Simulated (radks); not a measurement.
Q: Valence configurations of Co+ (all share [Ar]). All-electron calculation, non-relativistic Kohn-Sham, TPSS, spin-polarised, spherical densities, point nucleus; open shells are filled with parallel spins first; meta-GGA in the generalised Kohn-Sham scheme. Program: a radial shooting solver on a logarithmic mesh with Libxc functionals. Order these by energy: 3d6 4p2; 3d6.5 4s1.5; 3d7 4s0.5 4p0.5; 3d7 4p1; 3d7.5 4s0.5; 3d7.5 4p0.5; 3d7 4s1; 3d5 4s1 4p2; 3d8.

A: From the lowest, in eV above it: 3d8 0.000; 3d7.5 4s0.5 0.298; 3d7 4s1 0.985; 3d7.5 4p0.5 2.812; 3d6.5 4s1.5 3.295; 3d7 4s0.5 4p0.5 3.686; 3d7 4p1 6.390; 3d6 4p2 16.258; 3d5 4s1 4p2 23.577. NIST lists [Ar] 3d8 as the ground configuration; this level of theory agrees among the configurations tried. The energies are those of spherical high-spin densities, not of single terms.
